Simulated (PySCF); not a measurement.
C7H6Cl (doublet state).
Geometry (GFN2-xTB, Å), atoms numbered from 1 in this order:
```
atom  x, y, z in Å
C1     1.7485    0.2448   -0.3152
C2     0.3111    0.0072    0.0717
C3    -0.1317   -1.4089    0.4170
C4    -1.1163   -1.4406   -0.5041
C5    -0.8914   -0.0550   -0.9009
C6    -1.4867    1.0978   -0.2554
C7    -0.4823    1.1651    0.6555
Cl8   -0.2023    2.1083    2.0385
H9     1.8469    1.1935   -0.8383
H10    2.0984   -0.5549   -0.9641
H11    2.3727    0.2717    0.5769
H12    0.2083   -2.0871    1.1761
H13   -1.8603   -2.1581   -0.7914
H14   -2.4155    1.6158   -0.3883
```

The species is `ClC1=C[C]2C=C[C@@]21C` [radical].

The calculation used UKS B3LYP, pcH-1 on C Cl H, non-relativistic, mean-field spin-orbit, GIAO (PySCF). Geometry: GFN2-xTB; no solvent, vibrations or thermal averaging. A GFN2-xTB geometry isn't a minimum of the functional, and hyperfine couplings can be far from their values at a DFT geometry. The SCF solution wasn't tested for stability. ⟨S²⟩ is 0.774 where a pure state has 0.75.

What are g_iso and the isotropic 13C coupling of C5?

g_iso = 2.00335 and a = +269.91 MHz, or +9.626 mT (Mulliken spin population +0.74). 13C makes up about 1.07 % of the natural element, so this concerns labelled samples or satellites.

For one electron spin and this one nucleus (I = 1/2, g_N = 1.4048), compare first-order, second-order and exact resonance fields at 9.574 GHz.

First order: B = B0 − a·mI with B0 = 341.448 mT. Second order subtracts a²[I(I+1) − mI²]/(2B0). The exact fields come from the Breit–Rabi levels of H = g μB B Sz − g_N μN B Iz + a S·I.

```
  mI  first order (mT)  second order (mT)  exact (mT)  exact − first order
−1/2           346.261            346.193     346.194               -0.067
+1/2           336.635            336.567     336.566               -0.069
```

Give the zero-field levels of this pair of spins.

F = I ± 1/2 = 1 and 0, at a·I/2 = +67.5 MHz and −a(I+1)/2 = -202.4 MHz, that is |a|(I + 1/2) = 269.9 MHz apart; F = 0 lies lower.

Other couplings of abundant isotopes, left aside here: 1 × 1H 10 MHz, 1 × 35Cl 8 MHz, 1 × 1H 6 MHz, 3 × 1H 2 MHz.

Class means assume fast exchange of nuclei equivalent by connectivity; if that motion is slow, each nucleus keeps its own coupling.
